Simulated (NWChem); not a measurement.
System: GeH3SeCl; SMILES [GeH3][Se]Cl

Output (shortened):

```
             Northwest Computational Chemistry Package (NWChem) 7.3.0
             --------------------------------------------------------

 CS  symmetry detected

                             Geometry "geometry" -> ""
                             -------------------------

 Output coordinates in angstroms (scale by  1.889725989 to convert to a.u.)

  No.       Tag          Charge          X              Y              Z
 ---- ---------------- ---------- -------------- -------------- --------------
    1 Se                  34.0000    -0.80100786     0.65997652     0.00000000
    2 Cl                  17.0000     1.09299678     1.78268825     0.00000000
    3 Ge                  32.0000     0.23206347    -1.47047639     0.00000000
    4 H                    1.0000     1.08644124    -1.61439775     1.26672000
    5 H                    1.0000    -0.94559171    -2.46086196     0.00000000
    6 H                    1.0000     1.08644124    -1.61439775    -1.26672000

 Effective nuclear repulsion energy (a.u.)     525.1496382422

      Symmetry information
      --------------------

 Group name             Cs
 Group number              2
 Group order               2
 No. of unique centers     5

                                 NWChem DFT Module
                                 -----------------

 Summary of "ao basis" -> "ao basis" (spherical)
 ------------------------------------------------------------------------------
       Tag                 Description            Shells   Functions and Types
 ---------------- ------------------------------  ------  ---------------------
 Se                         def2-svp                12       32   5s4p3d
 Cl                         def2-svp                 8       18   4s3p1d
 Ge                         def2-svp                12       32   5s4p3d
 H                          def2-svp                 3        5   2s1p

      Symmetry analysis of basis
      --------------------------

        a'         66
        a"         31

            General Information
            -------------------
          SCF calculation type: DFT
          Wavefunction type:  closed shell.
          No. of atoms     :     6
          No. of electrons :    86
           Alpha electrons :    43
            Beta electrons :    43
          Charge           :     0
          Spin multiplicity:     1
          Use of symmetry is: on ; symmetry adaption is: on
          Maximum number of iterations: 150
          AO basis - number of functions:    97
                     number of shells:    41
          Convergence on energy requested:  1.00D-06
          Convergence on density requested:  1.00D-05
          Convergence on gradient requested:  5.00D-04

              XC Information
              --------------
                        BHLYP Method XC Functional
                     Hartree-Fock (Exact) Exchange  0.500
                        Slater Exchange Functional  0.500 local
                    Becke 1988 Exchange Functional  0.500 non-local
              Lee-Yang-Parr Correlation Functional  1.000

             Grid Information
             ----------------
          Grid used for XC integration:  medium
          Radial quadrature: Mura-Knowles
          Angular quadrature: Lebedev.
          Tag              B.-S. Rad. Rad. Pts. Rad. Cut. Ang. Pts.
          ---              ---------- --------- --------- ---------
          Se                  1.15      112          10.0       590
          Cl                  1.00       88          12.0       590
          Ge                  1.25      112           9.0       590
          H                   0.35       45          11.0       434
          Grid pruning is: on
          Number of quadrature shells:   402
          Spatial weights used:  Erf1

      Superposition of Atomic Density Guess
      -------------------------------------

 Sum of atomic energies:       -4935.37663183

      Non-variational initial energy
      ------------------------------

 Total energy =   -4935.930899
 1-e energy   =   -7923.240975
 2-e energy   =    2462.160438
 HOMO         =      -0.249482
 LUMO         =      -0.066795

      Symmetry analysis of molecular orbitals - initial
      -------------------------------------------------

  Numbering of irreducible representations:

     1 a'          2 a"

  Orbital symmetries:

     1 a'          2 a'          3 a'          4 a'          5 a'
     6 a'          7 a"          8 a'          9 a'         10 a"
    11 a'         12 a'         13 a'         14 a'         15 a'
    16 a"         17 a'         18 a'         19 a'         20 a"
    21 a"         22 a'         23 a'         24 a'         25 a'
    26 a"         27 a'         28 a"         29 a"         30 a'
    31 a'         32 a'         33 a"         34 a'         35 a'
    36 a'         37 a'         38 a'         39 a"         40 a"
    41 a'         42 a'         43 a"         44 a'         45 a'
    46 a'         47 a"         48 a'         49 a'         50 a'
    51 a"         52 a'         53 a'

     ---------------------------------------------
      Total Density - Mulliken Population Analysis
     ---------------------------------------------

    Atom       Charge   Shell Charges
 -----------   ------   -------------------------------------------------------
    1 Se  34    34.00   2.00  2.00  2.00  1.35  0.55  6.00  5.98  1.74  2.33  8.20  1.75  0.11
    2 Cl  17    17.29   2.00  1.99  1.23  0.73  5.94  2.08  3.30  0.02
    3 Ge  32    31.51   2.00  2.00  2.00  1.06  0.25  6.00  5.98  1.15  0.99  8.13  1.81  0.14
    4 H    1     1.07   0.68  0.38  0.01
    5 H    1     1.06   0.67  0.38  0.01
    6 H    1     1.07   0.68  0.38  0.01

   convergence    iter        energy       DeltaE   RMS-Dens  Diis-err
 ---------------- ----- ----------------- --------- --------- ---------
 d= 0,ls=0.0,diis     1  -4939.7973438184 -5.46D+03  7.41D-03  2.27D-01
 d= 0,ls=0.0,diis     2  -4939.8227772666 -2.54D-02  2.98D-03  5.64D-02
 d= 0,ls=0.0,diis     3  -4939.8310836554 -8.31D-03  8.08D-04  8.83D-03
 d= 0,ls=0.0,diis     4  -4939.8320072687 -9.24D-04  1.55D-04  3.81D-04
 d= 0,ls=0.0,diis     5  -4939.8320417772 -3.45D-05  4.41D-05  1.54D-05
  Resetting Diis
 d= 0,ls=0.0,diis     6  -4939.8320437547 -1.98D-06  1.19D-05  1.87D-06
 d= 0,ls=0.0,diis     7  -4939.8320439432 -1.89D-07  4.40D-06  1.13D-07

         Total DFT energy =    -4939.832043943248
      One electron energy =    -7923.044065534739
           Coulomb energy =     2653.693322821577
    Exchange-Corr. energy =     -195.630939472301
 Nuclear repulsion energy =      525.149638242216

 Numeric. integr. density =       86.000025905609

                  Occupations of the irreducible representations
                  ----------------------------------------------

                     irrep           alpha         beta
                     --------     --------     --------
                     a'               31.0         31.0
                     a"               12.0         12.0

                       DFT Final Molecular Orbital Analysis
                       ------------------------------------

 Vector   41  Occ=2.000000D+00  E=-3.979573D-01  Symmetry=a"
              MO Center=  8.4D-01,  9.2D-01,  6.8D-15, r^2= 3.6D+00
   Bfn.  Coefficient  Atom+Function         Bfn.  Coefficient  Atom+Function
  ----- ------------  ---------------      ----- ------------  ---------------
    45      0.526463  2 Cl pz                42      0.393972  2 Cl pz
    39      0.227835  2 Cl pz                17      0.179212  1 Se pz
    83     -0.163724  4 H  s                 93      0.163724  6 H  s
    64     -0.159484  3 Ge pz                14      0.150437  1 Se pz
    11     -0.097861  1 Se pz                61      0.092681  3 Ge pz

 Vector   42  Occ=2.000000D+00  E=-3.420145D-01  Symmetry=a'
              MO Center=  1.4D-01,  7.6D-01, -1.5D-12, r^2= 3.8D+00
   Bfn.  Coefficient  Atom+Function         Bfn.  Coefficient  Atom+Function
  ----- ------------  ---------------      ----- ------------  ---------------
    44      0.389853  2 Cl py                41      0.271467  2 Cl py
    43     -0.268567  2 Cl px                13     -0.255819  1 Se py
    15      0.235153  1 Se px                16     -0.234901  1 Se py
    63      0.221368  3 Ge py                12      0.207370  1 Se px
    40     -0.196050  2 Cl px                10      0.156529  1 Se py

 Vector   43  Occ=2.000000D+00  E=-2.877866D-01  Symmetry=a"
              MO Center= -3.7D-01,  7.2D-01,  3.8D-17, r^2= 2.8D+00
   Bfn.  Coefficient  Atom+Function         Bfn.  Coefficient  Atom+Function
  ----- ------------  ---------------      ----- ------------  ---------------
    17      0.556318  1 Se pz                14      0.477866  1 Se pz
    45     -0.340567  2 Cl pz                11     -0.296982  1 Se pz
    42     -0.228935  2 Cl pz                39     -0.130887  2 Cl pz
    84     -0.103486  4 H  s                 94      0.103486  6 H  s
     8      0.096063  1 Se pz                83     -0.080649  4 H  s

 Vector   44  Occ=0.000000D+00  E=-4.197791D-02  Symmetry=a'
              MO Center= -2.3D-01,  8.4D-01,  3.1D-14, r^2= 3.4D+00
   Bfn.  Coefficient  Atom+Function         Bfn.  Coefficient  Atom+Function
  ----- ------------  ---------------      ----- ------------  ---------------
    15      0.625257  1 Se px                43      0.538756  2 Cl px
    16      0.367502  1 Se py                12      0.327860  1 Se px
    44      0.322073  2 Cl py                36     -0.291198  2 Cl s
     4      0.259835  1 Se s                 40      0.253282  2 Cl px
    13      0.223164  1 Se py                 5      0.210447  1 Se s

 Vector   45  Occ=0.000000D+00  E= 1.941968D-02  Symmetry=a'
              MO Center=  4.9D-02, -9.1D-01,  2.9D-14, r^2= 4.8D+00
   Bfn.  Coefficient  Atom+Function         Bfn.  Coefficient  Atom+Function
  ----- ------------  ---------------      ----- ------------  ---------------
    66      1.012445  3 Ge py                16      0.732651  1 Se py
     5     -0.588360  1 Se s                 54      0.470307  3 Ge s
    55      0.429312  3 Ge s                 15     -0.400976  1 Se px
    65     -0.298922  3 Ge px                 4     -0.267707  1 Se s
    63      0.261959  3 Ge py                13      0.226752  1 Se py

 Vector   46  Occ=0.000000D+00  E= 7.975227D-02  Symmetry=a'
              MO Center=  3.7D-01, -1.8D+00,  3.9D-13, r^2= 4.2D+00
   Bfn.  Coefficient  Atom+Function         Bfn.  Coefficient  Atom+Function
  ----- ------------  ---------------      ----- ------------  ---------------
    54      1.040293  3 Ge s                 55      0.953651  3 Ge s
    84     -0.926943  4 H  s                 94     -0.926943  6 H  s
    89     -0.860135  5 H  s                 66     -0.704828  3 Ge py
    53     -0.393670  3 Ge s                 65      0.378775  3 Ge px
     5      0.170270  1 Se s                 83     -0.156463  4 H  s

     ---------------------------------------------
      Total Density - Mulliken Population Analysis
     ---------------------------------------------

    Atom       Charge   Shell Charges
 -----------   ------   -------------------------------------------------------
    1 Se  34    34.03   2.00  2.00  1.99  1.45  0.47  6.00  5.98  1.89  2.16  8.18  1.76  0.15
    2 Cl  17    17.20   2.00  1.99  1.26  0.71  5.93  2.11  3.17  0.02
    3 Ge  32    31.59   2.00  2.00  1.99  1.14  0.13  6.00  5.98  1.38  0.82  8.11  1.81  0.21
    4 H    1     1.06   0.71  0.33  0.01
    5 H    1     1.07   0.71  0.35  0.01
    6 H    1     1.06   0.71  0.33  0.01

     -------------------------------------------
      Total Density - Lowdin Population Analysis
     -------------------------------------------

    Atom       Charge   Shell Charges
 -----------   ------   -------------------------------------------------------
    1 Se  34    33.96   2.00  2.00  1.96  1.12  0.68  5.99  5.80  1.99  2.28  7.84  2.03  0.27
    2 Cl  17    17.09   2.00  1.96  1.07  0.85  5.82  2.24  3.13  0.03
    3 Ge  32    31.77   2.00  2.00  1.93  0.75  0.36  5.99  5.82  1.41  1.21  7.82  2.03  0.45
    4 H    1     1.06   0.61  0.42  0.03
    5 H    1     1.06   0.61  0.42  0.03
    6 H    1     1.06   0.61  0.42  0.03

     Multipole analysis of the density
     ---------------------------------

     L   x y z        total         alpha         beta         nuclear
     -   - - -        -----         -----         ----         -------
     0   0 0 0     -0.000000    -43.000000    -43.000000     86.000000

     1   1 0 0     -0.189191     -0.094596     -0.094596      0.000000
     1   0 1 0     -0.843201     -0.421601     -0.421601     -0.000000
     1   0 0 1     -0.000000     -0.000000     -0.000000      0.000000

     2   2 0 0    -36.529986   -102.367020   -102.367020    168.204053
     2   1 1 0     -0.522780     -5.706061     -5.706061     10.889341
     2   1 0 1      0.000000      0.000000      0.000000      0.000000
     2   0 2 0    -36.613234   -284.881194   -284.881194    533.149154
     2   0 1 1     -0.000000     -0.000000     -0.000000      0.000000
     2   0 0 2    -38.313059    -24.886586    -24.886586     11.460114
```

Level: BHandHLYP/def2-SVP. Geometry: optimised at PBE0/def2-SVP.

Problem. Write an input that gives this output.

Solution. Several could match; the one computed here: the input that was run:
```
start job
memory heap 200 mb stack 900 mb global 1100 mb
geometry units angstroms noautoz
  Se    -0.808242     0.635316     0.000000
  Cl     1.073351     1.778707     0.000000
  Ge     0.248104    -1.483693     0.000000
  H      1.104007    -1.618247     1.266720
  H     -0.918632    -2.486919     0.000000
  H      1.104007    -1.618247    -1.266720
end
basis spherical
  Se library def2-svp
  Cl library def2-svp
  Ge library def2-svp
  H library def2-svp
end
dft
  xc bhlyp
  iterations 150
  mulliken
end
task dft energy
```
